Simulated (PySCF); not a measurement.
# Assignment exercise: C₆H₅N₃

Bonds (- single, = double, # triple, : aromatic): C1:C2 1.414 Å, C2:C3 1.386 Å, C3:C4 1.401 Å, C4:N5 1.360 Å, N5:N6 1.343 Å, N6:N7 1.278 Å, N7:C8 1.373 Å, C8:C9 1.402 Å, C9:C1 1.384 Å, C8:C4 1.409 Å. C1 carries H10; C2 carries H11; C3 carries H12; N5 carries H13; C9 carries H14.

- NMR shieldings at PBE0/pcSseg-1/GIAO
- J: B3LYP/pcJ-1 (without the spin–dipole term)
- geometry from PBE0-D3(BJ)/def2-SVP
- run in PySCF
- one computed conformer, no solvent, non-relativistic Hamiltonian

Referencing at the same level of theory: $^{13}$C (184.41 ppm), $^{1}$H (31.27 ppm) vs TMS.

Problem. Assign these signals to the numbered atoms. $^{13}$C{$^{1}$H} NMR (computed): δ 148.0, 135.8, 132.7, 128.3, 127.4, 112.4.

Solution. 
148.0 → C8, ring-fusion aromatic carbon
135.8 → C4, ring-fusion aromatic carbon
132.7 → C2, aromatic CH: the aromatic region
128.3 → C1, aromatic CH
127.4 → C9, aromatic CH
112.4 → C3, aromatic CH

C1 and C9 lie closer than the usual error of such a calculation, so a measured spectrum could show them in the other order.

Problem. Assign these signals to the numbered atoms. $^{1}$H NMR (500 MHz, computed): δ 10.74 (br s, 1H), 8.39 (m, 1H), 7.67 (m, 1H), 7.64 (m, 1H), 7.57 (m, 1H).

Solution. 
10.74 → H13, hydrogen on a pyrrole-type ring nitrogen: exchangeable; this is the value without hydrogen bonding to other molecules
8.39 → H14, hydrogen on an aromatic CH: the ring current deshields protons in the ring plane
7.67 → H12, hydrogen on an aromatic CH
7.64 → H11, hydrogen on an aromatic CH
7.57 → H10, hydrogen on an aromatic CH

H12 and H11; H11 and H10 lie closer than the usual error of such a calculation, so a measured spectrum could show them in the other order.

Exchangeable OH/NH protons stand at their gas-phase positions; hydrogen bonding in a real sample shifts them, mostly to higher δ. Splittings below 1 Hz are ignored in the labels, and close J values are merged. Unscaled 3J(H,H) at this level run about 10 % above measured values. Shifts are as computed. Against solution values, carbons near 30 ppm lie about +2 ppm off and those near 130 ppm about +5 ppm. Of 1211 compounds with measured shifts, 218 miss one by over three times the rms of a fit or turn the order of signals round; such compounds aren't used in these exercises.
